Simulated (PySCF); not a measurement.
C₇H₈S.
Atom-mapped SMILES: `[CH2:1]=[CH:2][CH2:3][c:4]1[cH:5][cH:6][cH:7][s:8]1`

Structure used (PBE0-D3(BJ)/def2-SVP), in Å, numbered top down from 1:
```xyz
16
C7H8S angstrom
C     -2.8993    0.1429   -0.2759
C     -1.7545   -0.4326   -0.6424
C     -0.7384   -0.9967    0.3087
C      0.6084   -0.3515    0.1560
C      1.0145    0.8822    0.6013
C      2.3507    1.1984    0.2282
C      2.9430    0.2029   -0.5033
S      1.8738   -1.1209   -0.7326
H     -3.5986    0.5433   -1.0143
H     -3.1807    0.2342    0.7786
H     -1.4971   -0.5007   -1.7067
H     -0.6424   -2.0837    0.1436
H     -1.0887   -0.8675    1.3454
H      0.3645    1.5434    1.1773
H      2.8570    2.1277    0.4937
H      3.9522    0.1735   -0.9119
```

Probes without a nucleus sit at each ring's centroid and 1 Å off its mean plane on both sides; NICS is minus the shielding there, NICSzz its component along the normal. Level: GIAO B3LYP/pcSseg-1 (PySCF, non-relativistic, gas phase) on the PBE0-D3(BJ)/def2-SVP geometry, one conformer.

Ring bond lengths (Å): C4–C5 1.373, C5–C6 1.423, C6–C7 1.370, C7–S8 1.717, S8–C4 1.727.

Problem. What do the NICS probes read (ppm)?

Solution. 
| ring | type | NICS(0) | NICS(1), two faces | NICS(1)zz, two faces | rms pucker (Å) | centre to ring atoms, mean (Å) |
| --- | --- | --- | --- | --- | --- | --- |
| C4–C5–C6–C7–S8 | 5-membered ring with S; formal bonds all aromatic | -12.4 | -11.0 / -11.1 | -25.9 / -26.4 | 0.00 | 1.29 |

Problem. What do they say, and how far can they be read as aromaticity?

Solution. 
- C4–C5–C6–C7–S8: mean NICS(1)zz -26.1 ppm, shielded. For a flat ring without four-coordinate atoms the NICS criterion counts such a value as aromatic.

Problem. What does the geometric index give? HOMA = 1 − mean of α(R − Ropt)² over the ring bonds, with Krygowski's 1993 parameters (CC: Ropt 1.388 Å, α 257.7 Å⁻²; CS: Ropt 1.677 Å, α 94.09 Å⁻²).

Solution. 
- C4–C5–C6–C7–S8: HOMA 0.83; the largest term is that of C5–C6, α(R − Ropt)² = 0.31. The geometric and the magnetic index point the same way.

Problem. What field does 1 T along the ring normal induce along that normal at the first NICS(1) probe listed for ring C4–C5–C6–C7–S8, 1 Å off the ring?

Solution. NICSzz × B0 = -25.9 ppm × 1 T = -26 μT, against the applied field.

Problem. What are the shieldings of the ring atoms and their hydrogens in the same run (means over atoms taken as equivalent)?

Solution. 
| atoms | environment | σ isotropic (ppm) | principal values of the symmetric part, first atom (ppm) |
| --- | --- | --- | --- |
| C4 | substituted aromatic carbon | 26.7 | -53.5, 12.8, 120.8 |
| C5 | aromatic CH carbon | 47.8 | -37.0, 39.3, 141.1 |
| C6 | aromatic CH carbon | 46.2 | -38.4, 35.3, 141.6 |
| C7 | aromatic CH next to a ring sulfur | 48.0 | -41.8, 51.3, 134.6 |
| S8 | thiophene-type sulfur | 245.2 | 105.8, 275.4, 354.4 |
| H14 | aromatic hydrogen | 24.51 | 21.3, 24.1, 28.1 |
| H15 | aromatic hydrogen | 24.44 | 21.5, 24.5, 27.3 |
| H16 | aromatic hydrogen | 24.58 | 21.8, 24.5, 27.4 |

Problem. How do the values depend on the level or the medium?

Solution. 
```json
{"level": "B3LYP/pcSseg-1, gas", "NICS(0), C4–C5–C6–C7–S8": "-12.4", "mean NICS(1)zz, C4–C5–C6–C7–S8": "-26.1"}
{"level": "PBE0/pcSseg-1, gas", "NICS(0), C4–C5–C6–C7–S8": "-12.7", "mean NICS(1)zz, C4–C5–C6–C7–S8": "-26.6"}
```

The geometry is the same throughout.
